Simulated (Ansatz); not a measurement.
System: 4-fluoropyrimidine, C₄H₃FN₂, charge 0, multiplicity 1. 
Coordinates optimised at B3LYP-D3(BJ)/def2-TZVP (Ansatz, a program for electronic structure):
```
C
H 1 1.0796
C 1 1.3840 2 123.11
N 3 1.3371 1 122.67 2 180.00
C 4 1.3262 3 116.04 1 0.00
N 5 1.3369 4 126.53 3 0.00
C 6 1.3074 5 115.59 4 0.00
F 7 1.3340 6 116.64 5 -180.00
H 5 1.0839 4 117.17 3 180.00
H 3 1.0841 4 116.68 5 180.00
```
Charge 0, spin multiplicity 1.

Parts of the frozen-core correlation energy in cc-pVTZ (Ansatz, hartree). Frozen orbitals: 7; correlated occupied orbitals by spin: 18 and 18; virtual: 227 and 227. Spin-orbit coupling is left out. Non-relativistic. The restricted reference is unstable.

```json
[
 {"term": "reference (HF)", "value": "-361.67968"},
 {"term": "MP2 opposite-spin", "value": "-0.92203"},
 {"term": "MP2 same-spin", "value": "-0.33028"},
 {"term": "CCSD correlation", "value": "-1.25992"},
 {"term": "(T)", "value": "-0.06348"},
 {"term": "T1 diagnostic", "value": "0.015"},
 {"term": "largest doubles amplitude", "value": "0.059"}
]
```
